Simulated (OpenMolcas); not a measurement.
# Lines of I⁺: computed and rescaled rates

| Property | Result |
| --- | --- |
| Program | OpenMolcas |
| Method | SS-RASPT2, IPEA 0.25 Eh, imaginary shift 0.1 Eh (closed shells correlated: 4d) |
| Basis | ANO-RCC-VTZP [7s6p4d2f1g] |
| Scalar Hamiltonian | DKH2, point nucleus |
| Active space | 6 electrons in 9 orbitals (RAS2 5s 5p; RAS3 5d, at most 2 electrons) |
| State averaging | 2S+1 = 3 even, 3 roots; 2S+1 = 1 even, 6 roots; 2S+1 = 3 odd, 3 roots; 2S+1 = 1 odd, 3 roots |
| Spin-orbit coupling | RASSI with atomic mean-field integrals over the reference wave functions, term energies averaged over their components |

Rates come from the transition moments of the reference wave functions (E1 and E2 in the length form). At fixed line strength A goes as λ^-3 for E1 and M1 and as λ^-5 for E2, so a rate at the computed wavelength can be rescaled to the measured one. Measured vacuum wavelengths follow from level energies in NIST Handbook of Basic Atomic Spectroscopic Data. Branching counts decays inside the model space alone, at computed energies, and the table is only a selection of the E2 and M1 lines, drawn from those between levels with measured partners whose computed energy lies within a factor of 1.5 of the measured one.

```csv
Upper,Lower,Type,λ computed (nm),λ measured (nm),A computed (s-1),A rescaled (s-1),Branching %
5s² 5p⁴ ³P₁,5s² 5p⁴ ³P₂,M1,1619,1411,4.90e+00,7.40e+00,99.8
5s² 5p⁴ ³P₀,5s² 5p⁴ ³P₂,E2,1615,1551,1.70e-02,2.08e-02,100.0
5s² 5p⁴ ¹D₂,5s² 5p⁴ ³P₁,M1,1375,1506,4.11e-01,,5.3
5s² 5p⁴ ¹D₂,5s² 5p⁴ ³P₂,M1,743.7,728.5,7.18e+00,,92.6
5s² 5p⁴ ¹D₂,5s² 5p⁴ ³P₂,E2,743.7,728.5,1.59e-01,,2.1
5s² 5p⁴ ¹S₀,5s² 5p⁴ ¹D₂,E2,647.3,634,4.86e+00,5.39e+00,6.3
5s² 5p⁴ ¹S₀,5s² 5p⁴ ³P₁,M1,440.2,446.1,7.11e+01,,92.1
5s² 5p⁴ ¹S₀,5s² 5p⁴ ³P₂,E2,346.1,339,1.27e+00,,1.6
```

Spin-changing lines and M1 lines between different terms are not rescaled, since their strength hangs on the term gaps too.

The largest correction is for 5s² 5p⁴ ³P₁ → 5s² 5p⁴ ³P₂ (M1): 4.90e+00 × (1619 / 1411)^3 = 7.40e+00 s-1, a factor of 1.51.

The computed rate and branching of 5s² 5p⁴ ³P₀ → 5s² 5p⁴ ³P₂ give the upper level a radiative lifetime of 1.000 / 1.70e-02 s-1 = 5.88e+01 s, counting decays inside the model space alone. The rescaled rate gives about 4.8e+01 s.

The computed order of these levels differs from the measured one in 1 place, and where term gaps are wrong the rates of spin-changing lines can be off by large factors.

No measured rate stands beside these. Rescaling mends the energy factor alone: line strengths can still be far off where a level mixes with configurations outside the active space, and weak or spin-changing lines hang on small mixing coefficients that depend on the term gaps too, so rescaling need not improve them.

CASPT2 does not keep the components of a term degenerate, so their means are used; among the terms shown or strongly mixed into the levels shown the widest spread is 46 cm-1 (5s² 5p⁴ ¹D). The run also gave levels led by 5s² 5p³ 5d, which use shells meant for correlation; these and all levels above them are left out. Computed and measured levels are paired by configuration, term and J; levels that our copy of the source lacks, or whose pairing is in doubt (as where it misses far off the trend of its configuration), stay unpaired. Only configurations of the active space appear.
